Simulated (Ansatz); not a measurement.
Cartesian coordinates in Å:
```
N -0.504 -1.072 -0.771
B -0.015 -0.515 0.396
C 0.383 1.005 0.421
F 0.178 1.629 -0.814
H -0.779 -2.034 -0.864
H -0.611 -0.522 -1.609
H 0.105 -1.184 1.384
H -0.197 1.557 1.171
H 1.440 1.136 0.686
```

The species carries charge 0 and has multiplicity 1.

Question: List the r2SCAN/def2-TZVPP orbital energies in eV (Ansatz 0.2.0). (Best estimate.)

Answer: Computed: Occupied: -665.55, -385.39, -274.26, -179.88, -30.93, -22.84, -17.77, -13.44, -13.20, -12.15, -11.82, -10.77, -9.14, -8.28, -7.46, -7.33. Lowest empty: -0.13, 0.79, 1.87, 2.35, 2.56, 3.03, 3.92, 4.09.
